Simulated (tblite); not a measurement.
Compound: propylcyclobutane, C7H14.
Atom-mapped SMILES: `[CH3:1][CH2:2][CH2:3][CH:4]1[CH2:5][CH2:6][CH2:7]1` (hydrogens: H8, H9, H10 on C1; H11, H12 on C2; H13, H14 on C3; H15 on C4; H16, H17 on C5; H18, H19 on C6; H20, H21 on C7)

Computed with GFN2-xTB (tblite), gas phase: nudged elastic band of 9 images (0 to 8), spring 0.2 eV/Å², climbing image at the end, force threshold 0.05 eV/Å. The top image wasn't refined or checked by frequencies; at this threshold it can lie a kcal/mol or more above the true saddle point of the method.

The band describes a rotation about C3–C4 (chain CH2 carbon, four-membered-ring carbon), followed by the dihedral C2–C3–C4–C7, from the optimised start (72°) to a second optimised geometry at -175°.

Q: Give the energy profile along the converged band.

A: 
| image | dihedral (°) | E (kJ/mol) | C3–C4 (Å) | C2···C7 (Å) | largest true force (eV/Å) |
| --- | --- | --- | --- | --- | --- |
| 0 | 72 | 0.00 | 1.521 | 3.25 | 0.01 |
| 1 | 85 | 1.54 | 1.523 | 3.40 | 0.04 |
| 2 | 99 | 5.06 | 1.526 | 3.54 | 0.04 |
| 3 | 113 | 8.56 | 1.529 | 3.67 | 0.04 |
| 4 | 128 | 10.13 | 1.530 | 3.78 | 0.04 |
| 5 | 142 | 8.89 | 1.529 | 3.86 | 0.04 |
| 6 | 156 | 5.52 | 1.526 | 3.92 | 0.06 |
| 7 | 170 | 1.84 | 1.523 | 3.95 | 0.04 |
| 8 | -175 | -0.09 | 1.520 | 3.94 | 0.01 |

Barriers of this band. The top is image 4 at 128°: 10.1 kJ/mol in either direction, as the ends lie within 0.002 eV of each other. The central bond is 0.009 Å longer at the top than at the start.

Q: What rate follows at 250 K for crossing this barrier forward?

A: Taking the electronic barrier for the free energy of activation (no zero-point or entropy terms, transmission 1), rate = (kT/h)·exp(−ΔE/kT) ≈ 4 × 10^10 s⁻¹, whose inverse is 3 × 10^-11 s. An error of 1 kcal/mol in the barrier changes this by a factor of 7, and the method and the loose band can each miss by that much or more.

The cost below is that of the whole band run. On one thread of an Arm Neoverse V2, shared host with 32 logical CPUs at a one-minute load of 32, this took 1.8 s wall and 0.18 GiB of memory at its peak.
